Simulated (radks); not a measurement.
Results of a calculation; reference values are marked as such.
Question: Ionisation of Sc17+, [He] 2s2, to Sc18+, [He] 2s1, under several functionals. Scalar-relativistic Kohn-Sham, spin-polarised, spherical densities, finite nucleus; open shells are filled with parallel spins first; a radial shooting solver on a logarithmic mesh with Libxc functionals. The NIST Atomic Spectra Database gives 1213.1 eV (semi-empirical). Rank these functionals by the error of their Delta-SCF ionisation energy: PW91; BP86; PBEsol; exchange-only r2SCAN; LDA (Slater exchange, Perdew-Zunger correlation); exchange-only B88; RPBE.

Answer: From best to worst: PW91 1210.7 eV (-2.4); RPBE 1210.7 eV (-2.4); BP86 1210.4 eV (-2.7); exchange-only B88 1208.6 eV (-4.5); PBEsol 1208.5 eV (-4.6); LDA (Slater exchange, Perdew-Zunger correlation) 1207.5 eV (-5.6); exchange-only r2SCAN 1206.2 eV (-6.9).
